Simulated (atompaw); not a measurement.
## titanium (Ti): one change to a PAW (atompaw) potential, before and after

Ti (Z = 22), PAW, made with atompaw 4.2.0.5 (PBE, scalar-relativistic). Core [Ne], reference 3s2 3p6 3d2 4s0.5 4p0 (charge +1.5). Waves: 3s (bound): rc 1.05 bohr; 4s (bound): rc 1.80 bohr; 3p (bound): rc 1.50 bohr; 4p (bound, empty): rc 2.25 bohr; 3d (bound): rc 1.35 bohr; 3d channel at 3.1 Ry: rc 2.25 bohr. Local part: bessel scheme, radius 2.05 bohr. Core correction: smooth core density matched at 1.25 bohr. Augmentation charge: sinc compensation charge, radius 2.00 bohr; PAW radius 2.25 bohr; waves and projectors: custom polynom2 7 10 vanderbiltortho.

Change: local potential vpsmatchnc scheme with l = 3 at 0.5 Ry, radius 2.05 bohr.

Cutoffs: the cutoffs (Ry, on a coarse ladder) from which the occupation-weighted sum of valence levels, in a spherical-Bessel basis at the reference potential, stays within 10 and 1 mRy of its value at 400 Ry; they do not see the model core or the augmentation charge, which bear on the density cutoff.

What does the change do?

The range in which the p phases agree narrows (upper end at the end of the scan → 0.0); neither file shows a bound ghost.

| quantity | base | changed |
| --- | --- | --- |
| cutoff, loose | 200 Ry | 200 Ry |
| cutoff, tight | over 300 Ry | over 300 Ry |
| loose cutoff by channel (10 mRy a level) | s 18 Ry, p 21 Ry, d 50 Ry | s 18 Ry, p 21 Ry, d 55 Ry |
| bound ghosts | none | none |
| s: phases at 2.27 bohr within 0.05 rad from the reference energy up to (Ry; the scan ends near 5) | to the end of the scan | to the end of the scan |
| p: phases at 2.27 bohr within 0.05 rad from the reference energy up to (Ry; the scan ends near 5) | to the end of the scan | 0.0 |
| d: phases at 2.27 bohr within 0.05 rad from the reference energy up to (Ry; the scan ends near 5) | 1.4 | 1.6 |
| lowest overlap eigenvalue by channel | s 0.75, p 0.61, d 0.70 | s 0.77, p 0.59, d 0.62 |

 The cutoffs see the waves, projectors and local potential, not the compensation charge or the core.
